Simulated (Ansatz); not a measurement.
Frontier orbitals of `[NH2][Ti]([OH])([OH])[F]`.

Z-matrix (Å, degrees):
```
Ti
O 1 1.790
O 1 1.789 2 114.6
N 1 1.873 2 107.2 3 -119.8
F 1 1.777 2 109.0 3 120.2
H 2 0.957 1 135.8 3 4.2
H 3 0.957 1 134.1 2 110.9
H 4 1.010 1 124.5 2 156.4
H 4 1.010 1 124.5 2 -22.8
```

Charge 0, multiplicity 1. Correlated methods include outer-core shells of Ti, which these sets cover unevenly. Scalar relativity is left out up to krypton. The structure was optimised at the PBE0-D4/def2-TZVP level. It is one conformer, not always the lowest. Basis def2-TZVPP, Ansatz.

```csv
functional,HOMO (eV),LUMO (eV),gap (eV)
PBE,-6.14,-2.46,3.68
revPBE,-6.06,-2.37,3.69
BLYP,-6.03,-2.40,3.63
PBE0,-7.59,-1.43,6.16
B3LYP,-7.36,-1.75,5.61
ωB97M-V,-9.97,0.81,10.78
HF,-11.11,1.84,12.95
```

Against PBE, PBE0 changes HOMO and LUMO by −1.45 and +1.03 eV, ωB97M-V by −3.83 and +3.27 eV. A gap of 3.68 eV thus becomes 10.77 eV for the same molecule, so an orbital gap means little without its functional. A positive LUMO is unbound and depends on the basis.

B3LYP here is the variant with VWN-RPA as its local correlation; programs differ in this.
